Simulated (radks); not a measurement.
The numbers below are computed, except where a source is named.
Ionisation of Nd2+, [Xe] 4f4, to Nd3+, [Xe] 4f3, under several functionals. Scalar-relativistic Kohn-Sham, spin-polarised, spherical densities, point nucleus; open shells are filled with parallel spins first (spin-orbit coupling, left out, can overturn this in heavy ions); a radial shooting solver on a logarithmic mesh with Libxc functionals.

\begin{tabular}{lrrrrrr}
functional & E(Nd2+) (hartree) & Exc (hartree) & IE (eV) & -e(HOMO) (eV) & <r> HOMO (bohr) & IE error (eV) \\ \hline
XLYP & -9624.9312 & -223.4307 & 23.209 & 15.331 & 1.072 & +1.119 \\
AM05 & -9616.8574 & -215.3455 & 23.439 & 15.512 & 1.065 & +1.349 \\
LDA (Slater exchange, VWN5 correlation) & -9616.5883 & -215.0688 & 23.651 & 15.725 & 1.065 & +1.561 \\
PBEsol & -9619.9555 & -218.4461 & 23.411 & 15.501 & 1.067 & +1.321 \\
\end{tabular}

NIST Atomic Spectra Database: 22.09 eV (semi-empirical). Closest: XLYP. The Delta-SCF values span 0.44 eV, the total energies 8.34 hartree. The highest occupied level is 4f. Open shells are spherical and high-spin; term and fine-structure splittings are not resolved. Spin-orbit splitting is averaged out at the scalar-relativistic level.
